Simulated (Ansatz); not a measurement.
Si-H bond lengths (Å) of neutral closed-shell molecules, written as SMILES: in each the longest such bond at B3LYP-D3(BJ)/def2-TZVP (Ansatz, a quantum-chemistry and plane-wave program), beside the same bond after optimisation at HF/3-21G (Ansatz) from that structure, whose symmetry is kept, so that a structure may be a saddle point there. B3LYP-D3(BJ)/def2-TZVP serves to compare with and is no measurement.

The rows were drawn at random among computed neutral closed-shell members with both values; the withheld row is one of them. Species whose geometry shows other bonds than their SMILES are left out. Runs that failed or changed their bonding are left out, and none for the size of its difference.

```csv
species,HF/3-21G (Ansatz) (x),B3LYP-D3(BJ)/def2-TZVP (y)
C=CC[SiH3],1.491,1.484
[SiH2](C)O[SiH2]C [methyl(methylsilyloxy)silane],1.488,1.485
[SiH3]OCCO[SiH3] [2-silyloxyethoxysilane],1.489,1.485
O[Si]([SiH3])(O)O,1.488,1.485
F[SiH2][SiH2]F,1.478,1.481
```

**Question.** Fit a constant shift, y = x + a, and use it for Cl[SiH2][SiH2]Cl [chloro(chlorosilyl)silane], where HF/3-21G (Ansatz) gives 1.473 Å.

**Answer.** The mean of y - x is a = -0.0028 Å, and the rows scatter about it by 0.0032 Å (root mean square). Prediction for Cl[SiH2][SiH2]Cl [chloro(chlorosilyl)silane]: 1.470 Å. It lies outside the range of the table, so the fit extrapolates. The length at B3LYP-D3(BJ)/def2-TZVP is 1.478 Å, so the fit misses by -0.008 Å, against -0.005 Å without it. The fit is meant for species like these alone.
